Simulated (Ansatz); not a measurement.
One change: `CO[SiH2]O[SiH](O)O` becomes `O[SiH2]O[SiH](O)O`.

Ansatz, PBE0-D4/def2-TZVP geometries, multiplicity 1. Each molecule was computed in one conformer, which needn't be the lowest.

```tsv
property	`CO[SiH2]O[SiH](O)O`
HOMO energy (B3LYP/def2-TZVPP) / eV	-8.34
LUMO energy (PBE0/def2-TZVPP) / eV	0.35
size of the dipole moment (B3LYP/def2-TZVPP) / D	3.58
HOMO–LUMO gap (PBE0/def2-TZVPP) / eV	8.89
HOMO energy (PBE/def2-TZVPP) / eV	-7.03
HOMO–LUMO gap (ωB97M-V/def2-TZVPP) / eV	12.86
```

Q: Give the same properties after the change, and the shifts. (An estimate is asked.)

A: The calculation gave: 
```tsv
property	`O[SiH2]O[SiH](O)O`	shift
HOMO energy (B3LYP/def2-TZVPP) / eV	-8.61	-0.27
LUMO energy (PBE0/def2-TZVPP) / eV	0.15	-0.20
size of the dipole moment (B3LYP/def2-TZVPP) / D	3.32	-0.26
HOMO–LUMO gap (PBE0/def2-TZVPP) / eV	8.95	0.06
HOMO energy (PBE/def2-TZVPP) / eV	-7.33	-0.30
HOMO–LUMO gap (ωB97M-V/def2-TZVPP) / eV	12.79	-0.07
```

With PBE0 the HOMO falls by 0.26 eV and the LUMO falls by 0.20 eV, so the gap widens by about 0.06 eV. PBE moves the HOMO by -0.30 eV and ωB97M-V by -0.22 eV. Dipoles are sizes alone; their direction can turn.

B3LYP here is the variant with VWN-RPA as its local correlation; programs differ in this.
